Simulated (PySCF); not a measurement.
2-ethenoxypropane (C5H10O), SMILES C=COC(C)C. Geometry: PBE-D3(BJ)/def2-SVP. The values are those of a single conformer.

Computed equilibrium geometry at PBE-D3(BJ)/def2-SVP (PySCF confirms it by a frequency run) as a Z-matrix (one conformer of several):
```
C
H 1 1.1177
O 1 1.4390 2 108.10
C 3 1.3570 1 116.50 2 41.47
C 4 1.3460 3 123.17 1 164.67
H 5 1.0977 4 119.72 3 176.30
H 5 1.0998 6 119.16 4 178.73
H 4 1.1091 5 121.60 6 -1.58
C 1 1.5221 2 109.24 3 -115.73
H 9 1.1072 1 110.65 2 58.76
H 9 1.1076 10 108.70 1 121.65
H 9 1.1088 10 108.20 11 117.50
C 1 1.5275 2 109.07 3 120.05
H 13 1.1083 1 111.00 2 -59.66
H 13 1.1086 14 108.13 1 -121.83
H 13 1.1090 14 108.03 15 -117.25
```
Charge 0, spin multiplicity 1.
